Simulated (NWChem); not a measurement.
System: C$_{2}$H$_{7}$GaO; SMILES [CH3][Ga]([CH3])[OH]

Input file for NWChem:

```
start job
memory heap 200 mb stack 900 mb global 1100 mb
geometry units angstroms noautoz
  Ga     0.019034     0.003539    -0.005011
  C     -0.630720    -1.852516    -0.098104
  H      0.188095    -2.580892    -0.191576
  H     -1.306984    -1.978605    -0.958581
  H     -1.208803    -2.097519     0.807396
  C     -1.014172     1.663252     0.104927
  H     -1.647783     1.789891    -0.787165
  H     -0.337437     2.526182     0.180258
  H     -1.681156     1.658306     0.981239
  O      1.792155     0.296656    -0.017077
  H      2.338644    -0.492812    -0.073692
end
basis spherical
  Ga library 6-311g**
  C library 6-311g**
  H library 6-311g**
  O library 6-311g**
end
dft
  xc xpbe96 cpbe96
  iterations 150
  mulliken
end
task dft energy
```

Coordinates come from a PBE0/def2-SVP optimisation.

**Question.** What results follow from this input? (PBE/6-311G** (spherical d).) Quantities: basis functions; energy (Ha); highest occupied level (eV); orbital gap (eV); dipole (D).

**Answer.** The number of basis functions is 140. The energy (Ha) comes out as -2080.06 and the highest occupied level (eV) is -6.40. The orbital gap (eV) comes out as 5.42. The dipole (D) is 1.71.
